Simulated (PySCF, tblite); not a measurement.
Isomers of C7H12N2Si. Level: GFN2-xTB in tblite, geometry and Hessian alike; calculated harmonic values, unscaled, isolated species. The method is semi-empirical: single wavenumbers can be off by several per cent or more. Modes of hydrogen on silicon can be 10 to 20 % off. One conformer each.

Electronic energies: PBE0/pcSseg-1 single points on the GFN2-xTB geometries (PySCF, gas phase).

```json
{"SMILES": "Cc1ccccc1NN[SiH3]", "electronic energy, lowest = 0 (kcal/mol)": "9.9"}
{"SMILES": "C#C[C@@H](C#N)C[SiH2]CNC", "electronic energy, lowest = 0 (kcal/mol)": "66.9"}
{"SMILES": "C[Si](C)(C)c1cccnn1", "electronic energy, lowest = 0 (kcal/mol)": "0.0"}
```

Q: How do GFN2-xTB zero-point energies change the relative energies?

A: 
| SMILES | ZPE (kcal/mol) | of it from modes above 1550 cm⁻¹ | electronic (kcal/mol) | with ZPE, lowest = 0 (kcal/mol) | lowest mode (cm⁻¹) | rings |
| --- | --- | --- | --- | --- | --- | --- |
| C[Si](C)(C)c1cccnn1 | 109.2 | 52.3 | 0.0 | 0.0 | 9i | 1 |
| Cc1ccccc1NN[SiH3] | 107.3 | 54.5 | 9.9 | 8.0 | 49 | 1 |
| C#C[C@@H](C#N)C[SiH2]CNC | 106.3 | 56.4 | 66.9 | 64.0 | 21 | 0 |

The zero-point energies span 2.9 kcal/mol, from `C#C[C@@H](C#N)C[SiH2]CNC` to `C[Si](C)(C)c1cccnn1`. Slightly imaginary modes are left out of the zero-point energy: `C[Si](C)(C)c1cccnn1` 8.6i cm⁻¹. The order is unchanged.

Q: And how do the electronic energies of GFN2-xTB itself compare?

A: `C[Si](C)(C)c1cccnn1` 38.3; `Cc1ccccc1NN[SiH3]` 0.0; `C#C[C@@H](C#N)C[SiH2]CNC` 80.6 kcal/mol, lowest = 0. Against the energies above, taken from the same isomer `C[Si](C)(C)c1cccnn1`, the largest difference is 48.2 kcal/mol.
